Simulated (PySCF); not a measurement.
# C4H10BF2NSi: core ionisation energies

Compound: C4H10BF2NSi.
Atom-mapped SMILES: `[F:1][B:2]([F:3])[SiH2:4][N:5]1[CH2:6][CH2:7][CH2:8][CH2:9]1`

Level of theory: PySCF, delta-SCF UKS SCAN, pcX-2 on the ionised atom, pcseg-1 elsewhere, spin-free X2C. Vertical ΔSCF values, vacuum level as zero.

Task: List the computed XPS lines with their assignment.

Result: 
```csv
atom(s),bonded to,level,binding energy (eV),2p1/2 (eV),above the level's lowest (eV),count
Si4,"N, 2 H and B",Si 1s,1846.46,–,0.00,1
F1/F3,B,F 1s,693.40,–,0.00,2
N5,2 C and Si,N 1s,404.05,–,0.00,1
C6/C9,"N, C and 2 H",C 1s,291.33,–,+0.68,2
C7/C8,2 C and 2 H,C 1s,290.65,–,0.00,2
Si4,"N, 2 H and B",Si 2p3/2,106.63,107.26,0.00,1
```

Lowest listed C 1s: C7/C8, bonded to 2 C and 2 H. Highest, 0.68 eV above it: C6/C9, bonded to N, C and 2 H. Summing the Pauling electronegativity differences to the bonded atoms, each weighted by its formal bond order, gives -0.70 for the lowest site and -0.21 for the highest.

Task: Which photon energy gives electrons from C 1s of C6/C9 a kinetic energy of 200 eV, and what is their de Broglie wavelength?

Result: hν = 291.33 + 200 = 491.33 eV, recoil neglected; λ = 12.264 Å/√(E/eV) = 0.87 Å.

Topologically equivalent atoms share the value of their first member; where this conformer doesn't relate them by symmetry, their own values could differ. Not every level is listed. For 2p shells one spin-free hole was relaxed; a mean-field spin–orbit operator and the ground-state splitting of the three 2p orbitals were then diagonalised within the shell. The shell's mean is (2 × 2p3/2 + 2p1/2)/3, and the degeneracies 2j + 1 give areas of 2:1. 2p1/2 minus 2p3/2 (ligand field included): Si 0.62 eV. No level of boron is listed. One conformer (not necessarily the lowest) at the PBE0-D3(BJ)/def2-SVP geometry, without solvent, vibrations or thermal averaging.

On Arm Neoverse N1, one thread, shared host, this took 7.5 min wall and 0.69 GiB of memory at its peak.
